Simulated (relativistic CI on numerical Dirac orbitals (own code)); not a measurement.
## Au XLV: sensitivity of the levels to the model

Base calculation: Dirac-Coulomb-Breit CI, separate exchange-only KLI orbitals for each configuration, a model potential for QED, unscaled Slater integrals.

Configurations in the expansion (outside the closed core [Ar] 3d10): 4s²4p⁵, 4s4p⁶, 4s²4p⁴4d, 4s4p⁵4d, 4s²4p⁴4f, 4s4p⁵4f, 4p⁶4d, 4s4p⁴4d², 4s²4p³4d4f, 4p⁶4f, 4p⁵4d4f, 4p⁵4d², 4p⁴4d³, 4p⁴4d²4f. Double excitations out of closed p, d and f shells are left out; levels of such configurations are missing from the list, as are those of other unlisted configurations, and high levels can miss mixing partners.

Variants: (1) Breit term removed; (2) only the first 3 configurations. Shifts of the energy above 4s²4p⁵ ²P°3/2, in eV, for the lowest level and the first level of each name with at least 55 % of one term (blank where a level changes its place among those of its configuration and J or its character, or is not in the variant):

```tsv
Level	Base	Δ(1)	Δ(2)
4s²4p⁵ ²P°3/2	0.000	0.000	0.000
4s²4p⁵ ²P°1/2	132.367	+1.374	+0.566
4s²4p⁴4d ²D3/2	180.801	+0.595	+1.688
4s²4p⁴4d ⁴F9/2	195.713	+1.314	+1.678
4s4p⁶ ²S1/2	250.764	+0.430	+4.379
4s²4p⁴4d ⁴D1/2	291.698	+1.985	+2.504
4s²4p⁴4d ²G7/2	303.125	+2.147	+2.481
4s²4p⁴4d ²G9/2	330.519	+2.744	+2.307
4s²4p⁴4f ⁴D°1/2	404.712	+1.431	
4s²4p⁴4f ²G°9/2	412.575	+1.930	
4s4p⁵4d ⁴P°1/2	415.493	+0.678	
4s²4p⁴4f ⁴G°11/2	415.715	+2.126	
4s4p⁵4d ²P°1/2	444.147	+0.769	
4s4p⁵4d ⁴F°9/2	447.851	+1.461
```

At this charge energies of transitions that change n are usually good to better than 1 %, and those within a shell (Δn = 0) to a few per cent.

Ionisation energy from the two ground configurations alone: base 2319.44 eV; Breit term removed 2321.6 eV. The NIST ASD value (theoretical) is 2320 eV.

LS names give the leading component of a level, which can be under half, so a name can repeat, a term be missing and a line seem to break the LS rules.
